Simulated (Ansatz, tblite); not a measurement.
Cost and result up the ladder for VOF3 (5 atoms). The state is a singlet with charge 0. Geometry: PBE0-D4/def2-SVP.

```xyz
5

V     0.0106    0.0091    0.0009
O     1.1695    1.0067    0.0937
F     0.3320   -1.2826    1.0562
F    -0.0932   -0.5411   -1.6029
F    -1.4190    0.8079    0.4521
```

Ansatz on 4 threads of Arm Neoverse V1 on a shared host; xTB runs through tblite on one thread. Times are rough, summed over both states, and most runs start from the orbitals of an earlier one. PBE0-D4/def2-TZVP serves as the yardstick here, not as an exact answer. The other state is a triplet.

The xTB rows come from tblite.

xTB has no spin-polarisation term.

```csv
level,functions,wall time,vertical triplet (eV),difference from PBE0-D4/def2-TZVP (eV)
GFN2-xTB,25,0.006 s,3.91,-0.16
GFN1-xTB,25,0.007 s,3.75,-0.32
PBE0-D4/def2-TZVP (with forces),169,13 s,4.07,0.00
r2SCAN-D4/def2-TZVP,169,18 s,4.54,0.46
```
